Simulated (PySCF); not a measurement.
H₂TeO: one-bond stretch

These are results of PBE0 in PySCF with Te def2-TZVP with ECP28, O def2-TZVP, H def2-TZVP; scalar-relativistic core potentials, no spin–orbit coupling; density-fitted integrals, not measurements.

Rigid scan from the singlet minimum (Te–H 1.700 Å (×2), Te–O 1.802 Å; H–Te–H 86.4°, H–Te–O 103.8° (×2)). Coordinate: the bond from Te to the last atom (H) scaled, the rest fixed. Energies in kJ/mol from the minimum.

```tsv
scale of one bond	E (kJ/mol)	dipole size (D)
0.92	15.5	4.27
0.96	3.5	4.23
1.00	0.0	4.18
1.05	4.4	4.11
1.12	21.2	4.02
1.20	49.3	3.92
1.35	111.0	3.77
1.55	190.4	–
1.80	270.2	–
2.20	352.5	–
```

At long bonds a restricted determinant can lie too high, and another spin state can fall below this curve.

Other isomers or separated fragments may lie lower.
